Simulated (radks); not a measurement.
The lithium anion Li-, [He] 2s2, held by a Watson sphere: a shell of charge +1 at radius R that stands for the Madelung well of a crystal (potential energy -1/R inside, -1/r outside, in hartree with lengths in bohr). Method: scalar-relativistic Kohn-Sham, LB94 model potential, spin-polarised, spherical densities, point nucleus; computed with a radial shooting solver on a logarithmic mesh with Libxc functionals. Response by self-consistent Sternheimer equations with the Hartree and adiabatic LDA kernel, the relativistic mass of each level held fixed and spin-orbit coupling left out. The sphere does not respond.

[
 {"R (bohr)": "1.93", "e(1s) (eV)": "-64.736", "e(2s) (eV)": "-7.176", "<r> 2s (bohr)": "3.213", "sum of <r^2> (bohr^2)": "25.37", "X-ray form factor at sin(theta)/lambda = 0.2 1/angstrom": "1.785", "alpha (bohr^3)": "87.27"},
 {"R (bohr)": "2.09", "e(1s) (eV)": "-64.094", "e(2s) (eV)": "-7.056", "<r> 2s (bohr)": "3.272", "sum of <r^2> (bohr^2)": "26.23", "X-ray form factor at sin(theta)/lambda = 0.2 1/angstrom": "1.773", "alpha (bohr^3)": "91.93"},
 {"R (bohr)": "2.51", "e(1s) (eV)": "-62.996", "e(2s) (eV)": "-6.721", "<r> 2s (bohr)": "3.436", "sum of <r^2> (bohr^2)": "28.74", "X-ray form factor at sin(theta)/lambda = 0.2 1/angstrom": "1.750", "alpha (bohr^3)": "106.8"},
 {"R (bohr)": "2.94", "e(1s) (eV)": "-62.374", "e(2s) (eV)": "-6.374", "<r> 2s (bohr)": "3.608", "sum of <r^2> (bohr^2)": "31.55", "X-ray form factor at sin(theta)/lambda = 0.2 1/angstrom": "1.737", "alpha (bohr^3)": "125.5"},
 {"R (bohr)": "3.31", "e(1s) (eV)": "-62.042", "e(2s) (eV)": "-6.086", "<r> 2s (bohr)": "3.752", "sum of <r^2> (bohr^2)": "34.05", "X-ray form factor at sin(theta)/lambda = 0.2 1/angstrom": "1.733", "alpha (bohr^3)": "143.9"},
 {"R (bohr)": "3.85", "e(1s) (eV)": "-61.722", "e(2s) (eV)": "-5.694", "<r> 2s (bohr)": "3.949", "sum of <r^2> (bohr^2)": "37.70", "X-ray form factor at sin(theta)/lambda = 0.2 1/angstrom": "1.735", "alpha (bohr^3)": "173.9"}
]
